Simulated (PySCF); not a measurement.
Mg(NH2)(SMe) (CH₅MgNS), SMILES [S](C)[Mg][NH2]. Atoms are numbered in the order given.

```xyz
9

Mg    -0.4363     0.3552     0.8377
N     -1.5763     1.4212     1.9002
H     -1.3510     2.3212     2.3168
H     -2.5265     1.1964     2.1849
S      0.9488    -0.9351    -0.4604
C      0.5725    -0.3432    -2.1543
H     -0.4775    -0.5187    -2.4309
H      1.2044    -0.9120    -2.8509
H      0.8057     0.7241    -2.2821
```
Charge 0, spin multiplicity 1.

Geometry optimised at ωB97X-D3(BJ)/def2-SVP. One conformer was computed; it need not be the lowest.

Computed with C-PCM-B3LYP/def2-SVP (PySCF).

The values are the electrostatic part of the solvation free energy, E(continuum) − E(gas) at the gas-phase geometry, in a cavity of scaled van der Waals radii (PySCF's table); cavitation and dispersion terms are not included. A continuum can't describe solvent molecules that bind to the metal. In vacuum the orbital gap is 4.88 eV. The dipole moment in vacuum is 1.82 D.

```json
[
 {"solvent": "water", "ε": "78.36", "ΔG(elec) (kcal/mol)": "-11.8", "dipole (D)": "2.57", "gap (eV)": "5.27"},
 {"solvent": "ethylethanoate", "ε": "5.99", "ΔG(elec) (kcal/mol)": "?", "dipole (D)": "?", "gap (eV)": "?"},
 {"solvent": "tetrahydrofuran", "ε": "7.43", "ΔG(elec) (kcal/mol)": "-10.2", "dipole (D)": "2.46", "gap (eV)": "5.22"}
]
```

Task: Fill in the missing entries. (An estimate is asked for; the answer gives what the named calculation found.)

Result: 
- ethylethanoate, ΔG(elec) (kcal/mol): -9.8
- ethylethanoate, dipole (D): 2.43
- ethylethanoate, gap (eV): 5.21
